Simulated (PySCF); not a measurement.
# Co²⁺ (cobalt, charge +2) across methods

[Ar] 3d7, high-spin 4F determinant. All numbers are calculated (PySCF 2.14, the spin-free X2C one-electron Hamiltonian (Gaussian nucleus), in aug-cc-pwCVTZ-DK (10s9p7d4f3g, 127 functions)).

```csv
method,E (hartree),mean ε 3p β (eV),mean ε 3d α (eV),mean ε 3d β (eV),Σ⟨r²⟩ (bohr²),⟨S²⟩
r2SCAN,-1392.291,-83.540,-28.578,-26.109,15.91,3.752
BHandHLYP,-1392.310,-90.154,-33.488,-30.707,15.81,3.753
TPSSh,-1392.341,-84.306,-29.155,-27.010,15.95,3.751
UHF,-1391.05664,-96.610,-38.050,-34.406,15.56,3.754
wB97M-V,-1392.219,-88.963,-33.330,-30.896,15.97,3.752
PBE,-1392.073,-82.519,-28.270,-25.907,16.09,3.751
PBE0,-1392.100,-86.360,-30.888,-28.247,15.90,3.752
LDA,-1389.631,-82.704,-28.575,-25.943,16.10,3.751
```
